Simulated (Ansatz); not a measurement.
C2H2Se (`C#C[SeH]`) at its PBE0-D4/def2-TZVP geometry, where that method's forces vanish. The species carries charge 0 and has multiplicity 1.

```xyz
5

C     1.2177   -0.4667    0.0538
C     0.1253   -0.0367   -0.2096
Se   -1.4917    0.6075   -0.7516
H     2.1819   -0.8466    0.2976
H    -2.0332    0.7425    0.6099
```

Task: What forces (eV/Å) does B3LYP-D4/def2-TZVPP give on these atoms in the Gaussian-basis code of Ansatz? (Estimate.)

Result: Ansatz gave: 
```
C1   0.091 -0.035  0.019
C2   0.277 -0.110  0.073
Se3 -0.224  0.092 -0.124
H4  -0.097  0.038 -0.022
H5  -0.046  0.015  0.054
```

B3LYP here is the variant with VWN-RPA as its local correlation; programs differ in this.
